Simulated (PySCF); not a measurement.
How methods differ on the ionisation energy of Ta

Ta [Xe] 4f14 5d3 6s2 (4F) → Ta⁺ [Xe] 4f14 5d3 6s1 (5F), as a difference of total energies. Calculation: PySCF 2.14, in aug-cc-pVDZ-PP with ECP60MDF; scalar relativity through the core potential. Correlated levels: valence: 5s2 5p6 frozen. The calculations carry no spin-orbit coupling.

| method | ionisation energy (eV) |
| --- | --- |
| UHF | 5.760 |
| LDA | 7.652 |
| PBE | 7.260 |
| PBE0 | 7.080 |
| r2SCAN | 6.853 |
| r2SCANh | 6.860 |
| wB97X | 7.852 |
| PBEsol | 7.237 |
| BLYP | 7.487 |
| MP2 (valence) | 6.869 |
| SCS-MP2 (valence) | 7.080 |

How much does correlation contribute at MP2 (valence)?

6.869 − (5.760) = 1.109 eV, measured against UHF.

Errors of the correlated levels include the incompleteness of this basis and the frozen core.

MP2 underrates the near-degeneracy of ns² with np² in the lower species.

For comparison: 7.573 eV (measured; NIST levels, between the centres of gravity of the two terms).
